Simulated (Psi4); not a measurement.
A run for Psi4: SAPT0/jun-cc-pV(D+d)Z on CH3NO (a complex), monomers drawn apart or pushed together.

```
memory 2025 MB

molecule dimer {
0 1
N    -0.12997870   -0.12656687   -0.16964625
H    -0.35564715    0.83948725    0.03754899
H    -0.91526728   -0.69402891    0.12766004
H     0.66495904   -0.38287252    0.40425204
--
0 1
C     0.68132283   -0.10237925    5.46492404
O    -0.18853031    0.24098765    6.09024471
units angstrom
symmetry c1
no_reorient
no_com
}

set {
  basis jun-cc-pV(D+d)Z
  scf_type df
  freeze_core true
}

energy('sapt0')
```

Program output:

```
[...]
==> Input File <==

--------------------------------------------------------------------------
memory 2025 MB

molecule dimer {
0 1
N    -0.12997870   -0.12656687   -0.16964625
H    -0.35564715    0.83948725    0.03754899
H    -0.91526728   -0.69402891    0.12766004
H     0.66495904   -0.38287252    0.40425204
--
0 1
C     0.68132283   -0.10237925    5.46492404
O    -0.18853031    0.24098765    6.09024471
units angstrom
symmetry c1
no_reorient
no_com
}

set {
  basis jun-cc-pV(D+d)Z
  scf_type df
  freeze_core true
}

energy('sapt0')
--------------------------------------------------------------------------


   => Loading Basis Set <=

    Name: JUN-CC-PV(D+D)Z
    Role: ORBITAL
    Keyword: BASIS
    atoms 1   entry N          line   222 file jun-cc-pv_dpd_z.gbs
    atoms 2-4 entry H          line    60 file jun-cc-pv_dpd_z.gbs
    atoms 5   entry C          line   188 file jun-cc-pv_dpd_z.gbs
    atoms 6   entry O          line   256 file jun-cc-pv_dpd_z.gbs

   => Loading Basis Set <=

    Name: JUN-CC-PV(D+D)Z
    Role: ORBITAL
    Keyword: BASIS
    atoms 1   entry N          line   222 file jun-cc-pv_dpd_z.gbs
    atoms 2-4 entry H          line    60 file jun-cc-pv_dpd_z.gbs
    atoms 5   entry C          line   188 file jun-cc-pv_dpd_z.gbs
    atoms 6   entry O          line   256 file jun-cc-pv_dpd_z.gbs


  //>>>>>>>>>>>>>>>>>>>>>>>>>>>>>>>>>>>//
  //              Dimer HF             //
  //<<<<<<<<<<<<<<<<<<<<<<<<<<<<<<<<<<<//

   => Libint2 <=

    Primary   basis highest AM E, G, H:  7, 6, 3
    Auxiliary basis highest AM E, G, H:  7, 7, 4
    Onebody   basis highest AM E, G, H:  -, -, -
    Solid Harmonics ordering:            Gaussian


   => Loading Basis Set <=

    Name: JUN-CC-PV(D+D)Z
    Role: ORBITAL
    Keyword: BASIS
    atoms 1   entry N          line   222 file jun-cc-pv_dpd_z.gbs
    atoms 2-4 entry H          line    60 file jun-cc-pv_dpd_z.gbs
    atoms 5   entry C          line   188 file jun-cc-pv_dpd_z.gbs
    atoms 6   entry O          line   256 file jun-cc-pv_dpd_z.gbs


         ---------------------------------------------------------
                                   SCF
               by Justin Turney, Rob Parrish, Andy Simmonett
                          and Daniel G. A. Smith
                              RHF Reference
                        1 Threads,   1931 MiB Core
         ---------------------------------------------------------

  ==> Geometry <==

    Molecular point group: c1
    Full point group: C1

    Geometry (in Angstrom), charge = 0, multiplicity = 1:

       Center              X                  Y                   Z               Mass
    ------------   -----------------  -----------------  -----------------  -----------------
         N           -0.129978700000    -0.126566870000    -0.169646250000    14.003074004430
         H           -0.355647150000     0.839487250000     0.037548990000     1.007825032230
         H           -0.915267280000    -0.694028910000     0.127660040000     1.007825032230
         H            0.664959040000    -0.382872520000     0.404252040000     1.007825032230
         C            0.681322830000    -0.102379250000     5.464924040000    12.000000000000
         O           -0.188530310000     0.240987650000     6.090244710000    15.994914619570

  Running in c1 symmetry.

  Rotational constants: A =      1.80096  B =      0.01765  C =      0.01754 [cm^-1]
  Rotational constants: A =  53991.28309  B =    529.16279  C =    525.94657 [MHz]
  Nuclear repulsion =   47.028943580397090

  Charge       = 0
  Multiplicity = 1
  Electrons    = 24
  Nalpha       = 12
  Nbeta        = 12

  ==> Algorithm <==

  SCF Algorithm Type is DF.
  DIIS enabled.
  MOM disabled.
  Fractional occupation disabled.
  Guess Type is SAD.
  Energy threshold   = 1.00e-08
  Density threshold  = 1.00e-08
  Integral threshold = 1.00e-12

  ==> Primary Basis <==

  Basis Set: JUN-CC-PV(D+D)Z
    Blend: JUN-CC-PV(D+D)Z
    Number of shells: 33
    Number of basis functions: 69
    Number of Cartesian functions: 72
    Spherical Harmonics?: true
    Max angular momentum: 2

   => Loading Basis Set <=

    Name: (JUN-CC-PV(D+D)Z AUX)
    Role: JKFIT
    Keyword: DF_BASIS_SCF
    atoms 1   entry N          line   202 file jun-cc-pvdz-jkfit.gbs
    atoms 2-4 entry H          line    70 file jun-cc-pvdz-jkfit.gbs
    atoms 5   entry C          line   146 file jun-cc-pvdz-jkfit.gbs
    atoms 6   entry O          line   258 file jun-cc-pvdz-jkfit.gbs

  ==> Integral Setup <==

  DFHelper Memory: AOs need 0.010 GiB; user supplied 1.414 GiB.
  SCF_SUBTYPE=INCORE selected. In-core MEM_DF algorithm will be used.
  Using in-core AOs.

  ==> MemDFJK: Density-Fitted J/K Matrices <==

    J tasked:                   Yes
    K tasked:                   Yes
    wK tasked:                   No
    OpenMP threads:               1
    Algorithm:                 Core
    Schwarz Cutoff:           1E-12
    Mask sparsity (%):      17.8954
    Fitting Condition
[...]
    3.649143    64A      3.650040
      65A      3.977028    66A      4.982530    67A      6.015506
      68A      6.016095    69A     25.412183

    Final Occupation by Irrep:
              A
    DOCC [     7 ]
    NA   [     7 ]
    NB   [     7 ]

  @DF-RHF Final Energy:  -112.75304477538110

   => Energetics <=

    Nuclear Repulsion Energy =             22.5787070780984003
    One-Electron Energy =                -198.1912268232464385
    Two-Electron Energy =                  62.8594749697669357
    Total Energy =                       -112.7530447753810989

Computation Completed


Properties will be evaluated at   0.000000,   0.000000,   0.000000 [a0]

Properties computed using the SCF density matrix


 Multipole Moments:

 ------------------------------------------------------------------------------------
     Multipole            Electronic (a.u.)      Nuclear  (a.u.)        Total (a.u.)
 ------------------------------------------------------------------------------------

 L = 1.  Multiply by 2.5417464519 to convert [e a0] to [Debye]
 Dipole X            :         -4.7939867            4.8749161            0.0809294
 Dipole Y            :         -2.5143405            2.4823928           -0.0319476
 Dipole Z            :       -154.0926225          154.0344147           -0.0582078
 Magnitude           :                                                    0.1046822

 ------------------------------------------------------------------------------------

  Constructing Basis Sets for SAPT...

   => Loading Basis Set <=

    Name: (JUN-CC-PV(D+D)Z AUX)
    Role: RIFIT
    Keyword: DF_BASIS_SAPT
    atoms 1   entry N          line   144 file jun-cc-pvdz-ri.gbs
    atoms 2-4 entry H          line    30 file jun-cc-pvdz-ri.gbs
    atoms 5   entry C          line   100 file jun-cc-pvdz-ri.gbs
    atoms 6   entry O          line   188 file jun-cc-pvdz-ri.gbs

   => Loading Basis Set <=

    Name: (JUN-CC-PV(D+D)Z AUX)
    Role: JKFIT
    Keyword: DF_BASIS_ELST
    atoms 1   entry N          line   202 file jun-cc-pvdz-jkfit.gbs
    atoms 2-4 entry H          line    70 file jun-cc-pvdz-jkfit.gbs
    atoms 5   entry C          line   146 file jun-cc-pvdz-jkfit.gbs
    atoms 6   entry O          line   258 file jun-cc-pvdz-jkfit.gbs


  //>>>>>>>>>>>>>>>>>>>>>>>>>>>>>>>>>>>//
  //               SAPT0               //
  //<<<<<<<<<<<<<<<<<<<<<<<<<<<<<<<<<<<//



        SAPT0
    Ed Hohenstein
     6 June 2009

      Orbital Information
  --------------------------
    NSO        =        69
    NMO        =        69
    NRI        =       237
    NRI (Elst) =       306
    NOCC A     =         5
    NOCC B     =         7
    FOCC A     =         1
    FOCC B     =         2
    NVIR A     =        64
    NVIR B     =        62

    Elst10,r            =     0.000033345945 [Eh]
    Exch10              =     0.000001603857 [Eh]
    Exch10 (S^2)        =     0.000001603851 [Eh]

    Maxiter = 50
    CPHF R converge = 1.000000E-08

    Iter     Energy [mEh]          dE [mEh]         Residual      Time [s]
       1      -0.00036156       0.000361565     8.221339e-05             0
       2      -0.00042916       0.000067597     3.943853e-05             0
       3      -0.00043791       0.000008747     1.241228e-05             0
       4      -0.00043486      -0.000003043     3.003097e-06             0
       5      -0.00043440      -0.000000461     6.287368e-07             0
       6      -0.00043461       0.000000208     7.112369e-08             0
       7      -0.00043459      -0.000000018     1.367588e-08             0
       8      -0.00043460       0.000000002     2.682299e-09             0

    CHF Iterations converged

    Maxiter = 50
    CPHF R converge = 1.000000E-08

    Iter     Energy [mEh]          dE [mEh]         Residual      Time [s]
       1      -0.00182835       0.001828355     4.366848e-04             0
       2      -0.00186991       0.000041556     1.619878e-04             0
       3      -0.00211970       0.000249785     4.920257e-05             0
       4      -0.00214293       0.000023233     1.949733e-05             0
       5      -0.00212842      -0.000014505     2.664934e-06             0
       6      -0.00212955       0.000001127     7.705503e-07             0
       7      -0.00212961       0.000000063     2.896657e-07             0
       8      -0.00212951      -0.000000100     8.869891e-08             0
       9      -0.00212954       0.000000030     1.766101e-08             0
      10      -0.00212954      -0.000000005     2.984827e-09             0

    CHF Iterations converged

    Ind20,r (A<-B)      =    -0.000000434595 [Eh]
    Ind20,r (B<-A)      =    -0.000002129537 [Eh]
    Ind20,r             =    -0.000002564132 [Eh]
    Exch-Ind20,r (A<-B) =     0.000000229838 [Eh]
    Exch-Ind20,r (B<-A) =     0.000000030177 [Eh]
    Exch-Ind20,r        =     0.000000260015 [Eh]
    Disp20              =    -0.000039731100 [Eh]
    Disp20 (SS)         =    -0.000019865550 [Eh]
    Disp20 (OS)         =    -0.000019865550 [Eh]
    Exch-Disp20         =     0.000000148438 [Eh]
    Exch-Disp20 (SS)    =     0.000000097383 [Eh]
    Exch-Disp20 (OS)    =     0.000000051055 [Eh]

    SAPT Results
  --------------------------------------------------------------------------------------------------------
    Electrostatics                  0.03334594 [mEh]       0.02092490 [kcal/mol]       0.08754977 [kJ/mol]
      Elst10,r                      0.03334594 [mEh]       0.02092490 [kcal/mol]       0.08754977 [kJ/mol]

    Exchange                        0.00160386 [mEh]       0.00100644 [kcal/mol]       0.00421093 [kJ/mol]
      Exch10                        0.00160386 [mEh]       0.00100644 [kcal/mol]       0.00421093 [kJ/mol]
      Exch10(S^2)                   0.00160385 [mEh]       0.00100643 [kcal/mol]       0.00421091 [kJ/mol]

    Induction                      -0.00240833 [mEh]      -0.00151125 [kcal/mol]      -0.00632308 [kJ/mol]
      Ind20,r                      -0.00256413 [mEh]      -0.00160902 [kcal/mol]      -0.00673213 [kJ/mol]
      Exch-Ind20,r                  0.00026001 [mEh]       0.00016316 [kcal/mol]       0.00068267 [kJ/mol]
      delta HF,r (2)               -0.00010422 [mEh]      -0.00006540 [kcal/mol]      -0.00027362 [kJ/mol]

    Dispersion                     -0.03958266 [mEh]      -0.02483850 [kcal/mol]      -0.10392426 [kJ/mol]
      Disp20                       -0.03973110 [mEh]      -0.02493164 [kcal/mol]      -0.10431399 [kJ/mol]
      Exch-Disp20                   0.00014844 [mEh]       0.00009315 [kcal/mol]       0.00038972 [kJ/mol]
      Disp20 (SS)                  -0.01986555 [mEh]      -0.01246582 [kcal/mol]      -0.05215699 [kJ/mol]
      Disp20 (OS)                  -0.01986555 [mEh]      -0.01246582 [kcal/mol]      -0.05215699 [kJ/mol]
      Exch-Disp20 (SS)              0.00009738 [mEh]       0.00006111 [kcal/mol]       0.00025568 [kJ/mol]
      Exch-Disp20 (OS)              0.00005106 [mEh]       0.00003204 [kcal/mol]       0.00013405 [kJ/mol]

  Total HF                          0.03254147 [mEh]       0.02042008 [kcal/mol]       0.08543761 [kJ/mol]
  Total SAPT0                      -0.00704119 [mEh]      -0.00441842 [kcal/mol]      -0.01848665 [kJ/mol]

  Special recipe for scaled SAPT0 (see Manual):
    Electrostatics sSAPT0           0.03334594 [mEh]       0.02092490 [kcal/mol]       0.08754977 [kJ/mol]
    Exchange sSAPT0                 0.00160386 [mEh]       0.00100644 [kcal/mol]       0.00421093 [kJ/mol]
    Induction sSAPT0               -0.00240833 [mEh]      -0.00151125 [kcal/mol]      -0.00632308 [kJ/mol]
    Dispersion sSAPT0              -0.03958266 [mEh]      -0.02483850 [kcal/mol]      -0.10392426 [kJ/mol]
  Total sSAPT0                     -0.00704119 [mEh]      -0.00441842 [kcal/mol]      -0.01848665 [kJ/mol]
  --------------------------------------------------------------------------------------------------------



*** Psi4 exiting successfully. Buy a developer a beer!
```

The run finished.

Cost: very roughly 1.9 core-seconds.
